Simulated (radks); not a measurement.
Task: These are the eigenvalues of the occupied orbitals of an atom or ion with whole-number occupations (eV). Calculated with a radial shooting solver on a logarithmic mesh with Libxc functionals: scalar-relativistic Kohn-Sham, LDA (Slater exchange, Perdew-Wang correlation), spin-polarised, spherical densities, finite nucleus; Fermi nuclear charge, rms radius of each element as measured or else 0.836 A^(1/3) + 0.57 fm.

orbital  eigenvalue
1s up     -8904.154
1s down   -8904.126
2s up     -1133.631
2s down   -1131.416
2p up     -989.2935
2p down   -987.5889
3s up     -184.8673
3s down   -181.0191
3p up     -142.1433
3p down   -138.3808
3d up      -72.8263
3d down    -69.1746

Which element is it, and in what charge state? The configuration may be excited. Open shells, if any, are filled with parallel spins first.

Result: Z = 29, copper, charge +4: Cu4+ in [Ar] 3d7. The list shows which subshells hold electrons but not how many an open one holds; the 1s level, -327.22 hartree, gives Z - s = 25.6 by -(Z - s)^2/2, which with screening and relativity narrows Z to a few neighbours, and the depths of the outer levels then fix element, charge and occupations together.
